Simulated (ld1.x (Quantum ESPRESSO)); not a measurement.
**What one change does to a pseudopotential (osmium (Os), TM)**

osmium (Os), norm-conserving Troullier–Martins (Kleinman–Bylander form), made with ld1.x (Quantum ESPRESSO) 7.5 (LDA (PZ), scalar-relativistic). Core [Kr] 4d10 4f14 5s2, reference 5p6 5d6 6s2 6p0. Waves: 6s (bound): rc 2.70 bohr; 5p (bound): rc 1.80 bohr; 5d (bound): rc 1.60 bohr. Local part: all-electron potential smoothed inside 2.10 bohr (lloc = -1). Core correction: none.

All-electron outer shells of the reference configuration (LDA (PZ), scalar-relativistic, ld1.x):

```csv
shell,level (eV),outermost node (bohr),outermost maximum (bohr)
5s,-91.84,0.51,0.91
4f,-52.30,–,0.40
5p,-51.05,0.55,1.03
5d,-6.46,0.60,1.36
6s,-6.39,1.20,2.48
6p,-1.40,1.43,3.51
```

Change: wave 6s (bound): rc 2.70 bohr becomes 6s (bound): rc 3.46 bohr.

Cutoffs: the cutoffs (Ry, on a coarse ladder) from which the occupation-weighted sum of valence levels, in a spherical-Bessel basis at the reference potential, stays within 10 and 1 mRy of its value at 400 Ry; they do not see the model core or the augmentation charge, which bear on the density cutoff. Errors are all-electron minus pseudo energies relative to the spin-unpolarised reference configuration.

Question: Predict the effect on cutoff, ghosts and configuration errors.

Answer: The potential gets neither clearly harder nor softer (40 Ry and 60 Ry → 40 Ry and 60 Ry); both files keep a bound ghost (s); of the 9 tests that both files solve, the error grows in 6 and shrinks in 1 by more than 15 % and 0.3 meV (median size 29.9 → 61.2 meV).

| quantity | base | changed |
| --- | --- | --- |
| cutoff, loose | 40 Ry | 40 Ry |
| cutoff, tight | 60 Ry | 60 Ry |
| bound ghosts | s | s |
| error for 5p6 5d6 6s1 6p0, meV [ΔE 9.86 eV] | -8.1 | -11 |
| error for 5p6 5d6 6s0 6p0, meV [ΔE 27.15 eV] | -30 | -61 |
| error for 5p6 5d5 6s0 6p0, meV [ΔE 56.30 eV] | +3.9 | -191 |
| error for 5p6 5d6 6s1 6p1, meV [ΔE 5.14 eV] | -3.0 | -8.0 |
| error for 5p6 5d6 6s0 6p1, meV [ΔE 16.11 eV] | -20 | -44 |
| error for 5p6 5d7 6s0 6p0, meV [ΔE 9.40 eV] | -53 | +29 |
| error for 5p6 5d4 6s0 6p0, meV [ΔE 98.10 eV] | +46 | -356 |
| error for 5p6 5d6 6s2 6p0 (spin-polarised), meV [ΔE -2.02 eV] | +337 | +340 |
| error for 5p6 5d6 6s1 6p0 (spin-polarised), meV [ΔE 6.90 eV] | +404 | +409 |

 A true bound ghost makes a file unfit for plane-wave use even where its test errors are small: the radial tests pick states by their node count and pass the ghost by.
